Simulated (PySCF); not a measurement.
BH₂, SMILES [BH2] (connectivity only; charge and spin as stated), charge +1, multiplicity 1. Atoms are numbered in the order given.

```xyz
3

B      0.0000     0.0000     0.0000
H      0.0000     0.0000    -1.1743
H      0.0000     0.0000     1.1743
```
Charge +1, spin multiplicity 1.

The structure is a stationary point at B3LYP-D3(BJ)/def2-TZVPD. The multiplicity is an assumed one; other spin states were not compared. The isomer is the one that the SMILES or the coordinates give; other isomers of the formula were not compared.

Vertical ionisation energy (IE) and electron affinity (EA) in eV. Rows of orbital energies are one-electron estimates. Where ΔSCF, EOM or ADC give a negative EA the extra electron is unbound and the value depends on the basis.

| level | IE | EA |
|---|---|---|
| −ε(HOMO), −ε(LUMO), HF/def2-TZVPD (PySCF) | 24.50 | 6.56 |
| −ε(HOMO), −ε(LUMO), ωB97X/def2-TZVPD (PySCF) | 23.19 | 8.14 |
| EOM-CCSD/aug-cc-pVDZ (PySCF) | 24.47 | 7.65 |
| ADC(2)/aug-cc-pVDZ (PySCF) | 24.37 | 7.55 |

Problem. Give the lowest 1s main lines (those of the lightest heavy element) from CVS-ADC(2)-x/aug-cc-pVDZ (PySCF, non-relativistic), with pole strengths. (An estimate is asked for; the answer gives what the named calculation found.)

Solution. 213.6 eV (1.69).

Problem. Beyond the first one, list the lowest photoelectron lines from ADC(2)/aug-cc-pVDZ (PySCF) with their pole strengths (two spins summed). (Estimate from the structure and the level; the computed values follow.)

Solution. 27.32 eV (1.92).
